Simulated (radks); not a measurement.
Question: The mercury ion Hg71+, configuration [He] 2s2 2p5. All-electron calculation, scalar-relativistic Kohn-Sham, BLYP, spin-polarised, spherical densities, finite nucleus; open shells are filled with parallel spins first (spin-orbit coupling, left out, can overturn this in heavy ions); Fermi nuclear charge, rms radius 5.4648 fm. Program: a radial shooting solver on a logarithmic mesh with Libxc functionals. Some entries of the table are withheld. Estimate them.

orbital  occ.  eigenvalue (hartree)  <r> (bohr)  <r^2> (bohr^2)
1s up       1             -3316.678     0.01657       0.0003798
1s down     1             -3316.066     0.01657       0.0003797
2s up       1                   (1)     0.06859             (2)
2s down     1                   (3)     0.06862             (4)
2p up       3             -711.2843         (5)        0.004634
2p down     2             -710.1615         (6)        0.004641

Answer: 
(1) 2s up eigenvalue (hartree): -782.9610
(2) 2s up <r^2> (bohr^2): 0.005562
(3) 2s down eigenvalue (hartree): -781.9925
(4) 2s down <r^2> (bohr^2): 0.005567
(5) 2p up <r> (bohr): 0.06170
(6) 2p down <r> (bohr): 0.06174
